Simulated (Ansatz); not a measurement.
`CN(C)c1ccc(-c2ccc(-c3ccc(C#N)nc3)nc2)nc1`, relaxed as a singlet with RKS r2SCAN-D4/def2-SVP in Ansatz, starting from the GFN2-xTB geometry. Force threshold 0.03 eV/Å.

Start:

```xyz
38

C     5.469    3.266   -0.149
N     4.860    2.324    0.759
C     5.668    1.735    1.798
C     3.625    1.815    0.482
C     2.839    2.287   -0.583
C     1.602    1.730   -0.824
C     1.131    0.704   -0.001
C    -0.164    0.061   -0.197
C    -0.861    0.085   -1.405
C    -2.086   -0.544   -1.498
C    -2.601   -1.198   -0.378
C    -3.895   -1.882   -0.395
C    -4.182   -2.872    0.548
C    -5.400   -3.520    0.507
C    -6.304   -3.158   -0.496
C    -7.554   -3.826   -0.597
N    -8.548   -4.392   -0.655
N    -6.052   -2.198   -1.384
C    -4.894   -1.582   -1.328
N    -1.925   -1.247    0.773
C    -0.762   -0.645    0.856
N     1.860    0.276    1.032
C     3.040    0.794    1.260
H     6.471    3.508    0.196
H     4.891    4.193   -0.191
H     5.547    2.855   -1.162
H     5.903    0.686    1.585
H     6.603    2.284    1.883
H     5.155    1.789    2.761
H     3.189    3.085   -1.218
H     0.998    2.105   -1.636
H    -0.446    0.572   -2.276
H    -2.619   -0.555   -2.435
H    -3.438   -3.113    1.292
H    -5.655   -4.292    1.218
H    -4.765   -0.795   -2.059
H    -0.257   -0.707    1.810
H     3.556    0.371    2.110
```

| step | energy (eV) | largest force component (eV/Å) | SCF passes |
| --- | --- | --- | --- |
| 1 | -26325.3801 | 2.411 | 26 |
| 2 | -26325.5342 | 0.408 | 23 |
| 3 | -26325.5486 | 0.075 | 22 |
| 4 | -26325.5508 | 0.147 | 22 |
| 5 | -26325.5547 | 0.105 | 22 |
| 6 | -26325.5572 | 0.100 | 21 |
| 7 | -26325.5590 | 0.067 | 22 |
| 8 | -26325.5602 | 0.036 | 22 |
| 9 | -26325.5610 | 0.028 | 22 |
| 10 | -26325.5613 | 0.034 | 22 |
| 11 | -26325.5615 | 0.025 | 24 |

Force components are those of the run's own axes.

End:

Cartesian coordinates in Å:
```
C 5.511 3.296 -0.131
N 4.934 2.288 0.731
C 5.665 1.807 1.885
C 3.693 1.780 0.447
C 2.937 2.205 -0.673
C 1.686 1.652 -0.907
C 1.169 0.673 -0.037
C -0.152 0.047 -0.226
C -0.974 0.277 -1.343
C -2.212 -0.351 -1.438
C -2.627 -1.215 -0.407
C -3.927 -1.918 -0.425
C -4.240 -2.845 0.586
C -5.463 -3.503 0.561
C -6.354 -3.213 -0.489
C -7.629 -3.878 -0.550
N -8.654 -4.430 -0.574
N -6.080 -2.328 -1.461
C -4.907 -1.708 -1.420
N -1.840 -1.447 0.661
C -0.661 -0.846 0.745
N 1.886 0.272 1.029
C 3.079 0.790 1.265
H 6.496 3.583 0.258
H 4.886 4.206 -0.176
H 5.647 2.928 -1.164
H 5.857 0.720 1.828
H 6.633 2.319 1.937
H 5.124 2.004 2.829
H 3.322 2.965 -1.355
H 1.112 1.997 -1.771
H -0.655 0.940 -2.152
H -2.837 -0.173 -2.315
H -3.504 -3.022 1.373
H -5.736 -4.229 1.330
H -4.734 -0.989 -2.229
H -0.049 -1.061 1.627
H 3.597 0.409 2.153
```

By distances, no bond broke or formed. The bond that changes most is C15–C16, from 1.42 to 1.44 Å (atoms count from 1).

The force fell under the threshold at step 9, but the optimiser went on. No frequencies were taken in this run, so the end may be a saddle point.

Run time 52 s (2 threads of AMD EPYC 7R13 on a shared host and a share (18 GiB) of an NVIDIA H100 80GB HBM3).
